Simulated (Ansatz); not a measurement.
Born–Oppenheimer molecular dynamics of C3H8SSi (13 atoms, charge 0, multiplicity 1). It starts from a relaxed structure.

All numbers below come from RKS PBE0-D4/STO-3G (Ansatz).

```json
{"ensemble": "NVE (velocity Verlet)", "time step": "0.5 fs", "steps asked": "266", "starting velocities drawn for": "400 K", "seed": "871548"}
```

First frame:

```xyz
13
Properties=species:S:1:pos:R:3
C -1.369 -0.771 -0.688
Si -0.162 0.063 0.474
C 1.518 -0.747 0.331
C -0.021 1.881 0.024
S -0.469 3.145 0.917
H -2.366 -0.327 -0.611
H -1.460 -1.837 -0.458
H -1.043 -0.682 -1.729
H -0.644 -0.050 1.831
H 1.918 -0.653 -0.683
H 1.459 -1.814 0.568
H 2.239 -0.293 1.018
H 0.420 2.051 -0.979
```

(1) How far do the bonds stretch over the last three quarters of this one trajectory? (Pairs bonded in most of those frames.)

Answers

(1) 
| bond | mean (Å) | spread (Å) | shortest | longest |
| --- | --- | --- | --- | --- |
| C1–Si2 | 1.878 | 0.024 | 1.83 | 1.93 |
| C1–H6 | 1.096 | 0.010 | 1.08 | 1.12 |
| C1–H7 | 1.099 | 0.030 | 1.05 | 1.14 |
| C1–H8 | 1.096 | 0.011 | 1.07 | 1.12 |
| Si2–C3 | 1.873 | 0.044 | 1.81 | 1.95 |
| Si2–C4 | 1.879 | 0.022 | 1.84 | 1.93 |
| Si2–H9 | 1.447 | 0.003 | 1.44 | 1.45 |
| C3–H10 | 1.097 | 0.028 | 1.05 | 1.14 |
| C3–H11 | 1.098 | 0.027 | 1.05 | 1.14 |
| C3–H12 | 1.095 | 0.019 | 1.05 | 1.14 |
| C4–S5 | 1.611 | 0.016 | 1.59 | 1.64 |
| C4–H13 | 1.111 | 0.024 | 1.07 | 1.15 |

Mean temperature of the second half: 199 K. The conserved energy stayed within 0.33 meV per atom of its start (net change 0.15 meV per atom), so the integration is sound. The temperature averaged 0.50 of the 400 K drawn at the start: a run that starts near a minimum puts about half its kinetic energy into the potential. A run of 0.13 ps of so small a system gives no equilibrium averages. Limits of this set-up: minimal basis.

Time of the run: 9.3 min on 1 thread of Arm Neoverse V1 (shared host), peak memory 0.1 GiB.
